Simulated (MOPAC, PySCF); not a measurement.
C$_{4}$H$_{8}$Si, SMILES `C#CC[SiH2]C`, neutral singlet in the gas phase. 

Cartesian coordinates (Å):
SMILES: [SiH2](C)CC#C
```xyz
13

C      2.5636     0.7181    -0.0723
C      1.7443    -0.1597    -0.0336
C      0.7052    -1.1693    -0.0169
Si    -0.9147    -0.5072    -0.7604
C     -1.4933     1.0078     0.1699
H      3.3011     1.4813    -0.1014
H      1.0180    -2.0527    -0.5811
H      0.5105    -1.5007     1.0079
H     -0.6782    -0.1909    -2.1888
H     -1.9245    -1.5934    -0.6776
H     -0.7287     1.7858     0.1392
H     -2.4091     1.4102    -0.2669
H     -1.6942     0.7708     1.2167
```
Charge 0, spin multiplicity 1.

All levels are single points at this geometry (B3LYP-D3(BJ)/def2-TZVP); Pople sets use spherical d functions. Orbital energies aren't observables, and empty levels follow the basis.

| level | HOMO (eV) | LUMO (eV) | gap (eV) | dipole (D) | vertical IE, Delta-SCF (eV) |
|---|---|---|---|---|---|
| B3LYP-D3(BJ)/def2-TZVP in PySCF | -7.15 | 0.57 | 7.73 | 0.75 | 9.48 |
| B3LYP/3-21G in PySCF | -6.94 | 1.44 | 8.38 | 0.70 | – |
| B3LYP/6-311+G** in PySCF | -7.18 | -0.13 | 7.05 | 0.76 | – |
| B3LYP/6-31G* in PySCF | -6.77 | 1.20 | 7.97 | 0.69 | 9.27 |
| BP86/6-31G* in PySCF | -5.91 | 0.44 | 6.35 | 0.74 | – |
| M06-2X/6-31G* in PySCF | -8.27 | 2.11 | 10.39 | 0.68 | – |
| SVWN5/6-31G* in PySCF | -5.93 | 0.30 | 6.22 | 0.76 | 9.26 |
| HF/3-21G in PySCF | -9.95 | 5.00 | 14.95 | 0.66 | – |
| PM7 in MOPAC | -10.27 | 1.05 | 11.33 | 0.90 | – |
